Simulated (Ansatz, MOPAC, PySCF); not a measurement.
Donor–acceptor adduct: BH3 (SMILES B) (first 4 atoms) with PH3 (SMILES P); geometry from B3LYP-D3(BJ)/def2-TZVP, rigid monomers moved along the line of their centres of mass till B1···P5 is 3.47 Å.
(charge 0, multiplicity 1):
```xyz
8

B     -0.030    -0.077     0.672
H      1.097    -0.421     0.418
H     -0.842    -0.969     0.655
H     -0.384     0.932     0.116
P      0.122     0.836     4.020
H     -1.058     1.294     4.633
H      0.513    -0.141     4.953
H      0.998     1.875     4.381
```

Monomers are frozen at their geometry in the pair; levels with a basis set take the counterpoise correction.

Frozen-core correlation. The state that PM7 reach isn't checked; PM7 holds dispersion and hydrogen-bond terms.

Programs: Ansatz (an electronic-structure program) with Gaussian orbitals; MOPAC for PM7 (differences of heats of formation); PySCF for the dispersion terms. 

Problem. One of these levels gives -5.80 kcal/mol for the interaction energy. Which?
(A) PBE0/def2-TZVPPD
(B) PM7
(C) SCS-MP2/aug-cc-pV(D+d)Z
(D) B3LYP-D3(BJ)/def2-TZVPPD

Solution. D, B3LYP-D3(BJ)/def2-TZVPPD. The others give -3.79 (PM7), -5.36 (PBE0/def2-TZVPPD), -4.59 (SCS-MP2/aug-cc-pV(D+d)Z)
